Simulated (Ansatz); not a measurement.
An input meant for the cluster Ru3 (charge 0, singlet).

```yaml
crystal:
  periodic: [false, false, false]
  atoms:
    - {symbol: Ru, position_ang: [-0.349899, -0.173715, 0.007750]}
    - {symbol: Ru, position_ang: [-2.599264, 0.057756, -0.120296]}
    - {symbol: Xx, position_ang: [-1.687937, -1.992141, 0.189647]}
basis:
  gaussian: {orbitals: def2-TZVP, final_grid: {core_spheres: 5, valence_spheres: 4, degree: 11}}
hamiltonian: {xc: {name: wB97M-V}}
scf: {omitted_lower_state_checks: [starts]}
```

```sh
$ ansatz run in.yaml --threads 4 --pin off --events-out ev --progress --plain --max-ram 3916MiB
```

It prints (some lines left out):

```
Error: YAML parse error: error: line 6 column 16: `Xx` is not an element symbol (H … Og, case-exact)
 --> <input>:6:16
4 |     - {symbol: Ru, position_ang: [-0.349899, -0.173715, 0.007750]}
5 |     - {symbol: Ru, position_ang: [-2.599264, 0.057756, -0.120296]}
6 |     - {symbol: Xx, position_ang: [-1.687937, -1.992141, 0.189647]}
7 | basis:
8 |   gaussian: {orbitals: def2-TZVP, final_grid: {core_spheres: 5, valence_spheres:…
```

What is wrong with this run?

An element symbol is wrong. The input was rejected before any iteration.
